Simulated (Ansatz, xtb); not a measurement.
**Relative energy of two isomers of C4H3BrN2**

Structure I is `Brc1ncccn1`, a singlet and structure II is `Brc1cncnc1`, a singlet. Both are isolated molecules in the gas phase, relaxed with r2SCAN-D4/def2-SVP.

**Question.** Estimate E(II) − E(I) at the level CCSD(T)/def2-SVP + ΔMP2/def2-TZVPP.

**Answer.** CCSD(T)/def2-SVP + ΔMP2/def2-TZVPP gives E(II) − E(I) = +0.20 kcal/mol, slightly favouring structure I, which is too small a margin to settle the true order.

Level by level:

| level | geometry | E(II) − E(I) (kcal/mol) | departure from the last row (kcal/mol) | job, with rough time for the two |
| --- | --- | --- | --- | --- |
| GFN2-xTB | GFN2-xTB | +2.53 | +2.33 | optimisation, 0.66 s |
| HF/STO-3G | GFN2-xTB | +2.01 | +1.80 | single point, 1.6 s |
| r2SCAN-D4/def2-SVP//GFN2-xTB | GFN2-xTB | +1.78 | +1.58 | single point, 9 s |
| r2SCAN-D4/def2-SVP | r2SCAN-D4/def2-SVP | +1.77 | +1.56 | optimisation, 73 s |
| HF/def2-SVP | r2SCAN-D4/def2-SVP | +0.59 | +0.39 | part of the CCSD(T) run |
| MP2/def2-SVP | r2SCAN-D4/def2-SVP | +0.99 | +0.78 | part of the CCSD(T) run |
| CCSD(T)/def2-SVP | r2SCAN-D4/def2-SVP | +0.37 | +0.17 | single point |
| CCSD(T)/def2-SVP + ΔMP2/def2-TZVPP | r2SCAN-D4/def2-SVP | +0.20 |  | single point, 2.4 min |

As drawn, both hold the same kinds of bond in the same numbers.

The largest departure from CCSD(T)/def2-SVP + ΔMP2/def2-TZVPP is that of GFN2-xTB, 2.33 kcal/mol. The last row adds to CCSD(T) the change of the MP2 difference between the two basis sets, here −0.17 kcal/mol.

With thermal terms from frequencies at re-optimised GFN2-xTB minima (ideal gas, soft modes damped towards free rotors, one conformer each, 298.15 K, 1 atm): on the last row, ΔE + ΔZPE = +0.16, ΔH = +0.18, ΔG = +0.11 kcal/mol.

The correlated steps freeze 15 core orbitals; the filled d shell of Br is correlated, in a basis made for valence electrons. Run with Ansatz 0.2.0, xtb 6.7.1; the last row on 2 threads of AMD EPYC (Zen 3) on a shared host.
